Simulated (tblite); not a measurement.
Species: C4H10O4S.
Z-matrix (Å and degrees, GFN2-xTB geometry), rows numbered from 1:
```
C 
O   1  1.4205
C   2  1.3764  1  114.63
S   3  1.8544  2  110.36  1   -79.36
O   4  1.4422  3  108.20  2  -178.47
O   4  1.4423  3  110.04  2    52.70
C   4  1.8543  3  102.52  2   -62.22
O   7  1.3766  4  110.29  3   -61.90
C   8  1.4204  7  114.59  4   -79.64
H   1  1.0950  2  110.41  3   -61.03
H   1  1.0913  2  111.21  3    60.81
H   1  1.0877  2  105.80  3  -179.55
H   3  1.0883  2  108.87  1   166.21
H   3  1.0943  2  114.21  1    41.14
H   7  1.0883  4  104.75  3    55.11
H   7  1.0944  4  107.03  3   173.29
H   9  1.0915  8  111.22  7    60.51
H   9  1.0878  8  105.85  7  -179.86
H   9  1.0950  8  110.39  7   -61.39
```

Level: GFN2-xTB in tblite, geometry and Hessian alike; calculated harmonic values, unscaled, isolated species. Errors from tens to a few hundred cm⁻¹ against measured bands are possible. One conformer, not necessarily the lowest.

Harmonic wavenumbers (cm⁻¹): 42.0, 43.4, 117.7, 158.2, 162.8, 168.3, 195.5, 212.5, 223.8, 325.1, 328.7, 361.8, 422.9, 448.0, 500.6, 611.9, 723.8, 812.9, 862.3, 956.0, 961.6, 1089.3, 1091.6, 1095.4, 1129.9, 1131.9, 1132.9, 1156.5, 1181.2, 1193.2, 1225.5, 1226.9, 1238.7, 1393.7, 1397.2, 1398.3, 1400.9, 1459.1, 1459.8, 1473.5, 1473.9, 2920.6, 2922.2, 2937.9, 2938.1, 2989.3, 2990.9, 3009.3, 3010.5, 3037.4, 3037.8.

A = 2307, B = 990.1, C = 850.7 MHz; mass 154.030 u (most abundant isotopes); point group C2, symmetry number 2.

Task: What is the zero-point energy?

Result: Half the sum of the wavenumbers: 31892 cm⁻¹ = 381.51 kJ/mol.

Task: Entropy at 400 K, 1 bar (ideal gas, RRHO, classical rotation)?

Result: Translation 177.79, rotation 121.30, vibration 193.33: S = 492.4 J/(mol K).

Task: And Cp and H(400 K) − H(0)?

Result: Cp = 211.99 J/(mol K), of which vibrations give 178.73 (their classical limit is 51 R = 424.0); H(400 K) − H(0) = 52.03 kJ/mol without the zero-point energy, 38.73 from vibrations.

Task: What must be added to the electronic energy to get the Gibbs energy at 400 K and 1 bar?

Result: ZPE + [H(400 K) − H(0)] − T·S = 381.51 + 52.03 − 196.97 = 236.57 kJ/mol.

Task: How do the functions run with temperature in this model?

Result: 
```
T (K)  S (J/(mol K))  Cp (J/(mol K))  H − H(0) (kJ/mol)  G − H(0) (kJ/mol)  ln q(vib)
  100          298.1            90.6               5.97             -23.84       2.24
  200          375.4           134.5              17.37             -57.71       5.50
  300          437.2           173.3              32.75             -98.41       8.63
  500          543.5           246.2              74.99            -196.76      14.47
  800          676.3           318.0             160.60            -380.44      22.45
 1000          750.8           349.1             227.47            -523.31      27.30
```

q(vib) and H(0) count from the zero-point level.

Task: Which modes carry the vibrational entropy at 400 K?

Result: 42.0 cm⁻¹: 24.04; 43.4 cm⁻¹: 23.76; 117.7 cm⁻¹: 15.52; 158.2 cm⁻¹: 13.11; 162.8 cm⁻¹: 12.88; 168.3 cm⁻¹: 12.61 J/(mol K); the other 45 give 91.40 together.

Hindered rotation and anharmonicity are outside this model. Other conformers, if any are populated, would add a mixing term that is left out. The structure is chiral; the term R ln 2 for an equal mix with its mirror image is left out.
